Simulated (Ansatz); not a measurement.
The first iterations of a band of Cl2H3NSi + H3P (11 atoms, charge 0, multiplicity 1).

Computed with Ansatz, RKS LDA/def2-SVP.

```
movable images  : 6
climbing image  : no
spring          : 5.0 eV/Å²
optimiser       : quadratic models (default)
start path      : through a guess of the saddle point
force threshold : 0.05 eV/Å
iteration limit : 60
end points      : relaxed
```

First end point:

```xyz
11
Properties=species:S:1:pos:R:3
Si -0.215 0.336 -0.138
H -0.452 0.462 1.331
Cl 1.836 0.435 -0.417
Cl -1.023 1.914 -1.166
N -0.955 -1.077 -0.732
H -0.809 -1.961 -0.232
H -1.108 -1.207 -1.736
P 1.955 -2.529 1.205
H 1.285 -3.723 1.673
H 1.247 -2.555 -0.052
H 0.952 -1.679 1.806
```

Last end point:

```xyz
11
Properties=species:S:1:pos:R:3
Si 0.415 -0.590 -0.531
H -0.038 -0.009 2.719
Cl 1.811 0.168 -1.861
Cl -0.479 1.043 0.355
N -0.864 -1.455 -1.254
H -0.692 -2.370 -1.683
H -1.619 -0.940 -1.719
P 1.604 -1.773 0.948
H 0.446 -2.551 1.318
H 1.963 -2.692 -0.110
H 0.165 -0.416 3.359
```

| iteration | highest image above the first end (eV) | largest band force component (eV/Å) |
| --- | --- | --- |
| 1 | 5.373 | 22.295 |
| 2 | 3.172 | 8.029 |
| 3 | 2.808 | 3.839 |
| 4 | 2.465 | 1.415 |
| 5 | 2.018 | 0.995 |
| 6 | 1.676 | 1.326 |
| 7 | 1.479 | 1.962 |

Q: Does the band converge within its limit, and where does its top end?

A: The run converged. It ended after 22 iterations with the highest image 1.625 eV above the first end. No image climbed, so the highest image needn't sit at the top of the path. The orbitals stay closed-shell, which can raise the energy where a bond breaks towards radicals; this wasn't checked here.

Time of the run: 2.2 min on 4 threads of Intel(R) Xeon(R) Platinum 8259CL CPU @ 2.50GHz (Skylake/Cascade Lake) (shared host), peak memory 0.2 GiB.
